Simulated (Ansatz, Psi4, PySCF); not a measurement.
C4H12Si, charge +1, doublet, geometry from GFN2-xTB (a state made from the parent by changing its charge; the spin is typed, not shown lowest). Base run: MP2/STO-3G (PySCF).

Input for PySCF:
```python
from pyscf import gto, scf, mp

mol = gto.M(
    atom='''
C    -0.67711892   -1.08180973   -1.45041309
Si    0.00000000    0.00000000    0.00000000
C     0.21985601    1.71350242   -0.86491228
C    -1.24107524   -0.43088326    1.41653533
C     1.69833815   -0.20080944    0.89879004
H    -1.66124579   -0.75784599   -1.77610039
H    -0.74380925   -2.11493410   -1.12275818
H     0.00524492   -1.01545661   -2.29251058
H     0.49809965    2.45437331   -0.12137873
H    -0.71985364    2.00266353   -1.32587101
H     0.98814373    1.68771292   -1.63211453
H    -2.25393721   -0.24909667    1.06981413
H    -1.16238239   -1.46887464    1.72623150
H    -1.03598392    0.20261311    2.27430641
H     1.75059264   -1.18982003    1.34407518
H     2.49964681   -0.09034253    0.17432278
H     1.83548446    0.53900772    1.68198342
''',
    basis='sto-3g',
    charge=1,
    spin=1,
    verbose=4,
)

mf = scf.UHF(mol)
mf.kernel()

pt = mp.MP2(mf)
pt.kernel()
print('E(MP2) = %.10f' % pt.e_tot)
```

The same geometry, method and basis name were run in Ansatz (a quantum-chemistry and plane-wave program) and Psi4 and PySCF, at each program's defaults and at the settings that a row names. The base is PySCF at its defaults. Differences at the defaults can come from grids, fitting, cores and function types together.

```csv
code and settings,ΔE vs base (µEh),basis functions,E (Eh),SCF cycles
"PySCF, defaults (exact integrals, spherical functions, all electrons correlated)",0.0,41,-442.24010,10
"Psi4, defaults (density fitting with its default set, spherical functions, all electrons correlated)",-715,41,-442.24081,12
"Ansatz, defaults (factorised integrals, spherical functions, frozen core)",5741,41,-442.23436,-
"PySCF, frozen core",5703,41,-442.23439,10
"Psi4, exact integrals, spherical functions, frozen core",5703,41,-442.23439,12
"Ansatz, high accuracy, frozen core",5703,41,-442.23439,-
```

Open shells are given as the SCF converged; they aren't shown to be the lowest states, and a large step between rows can be another state.
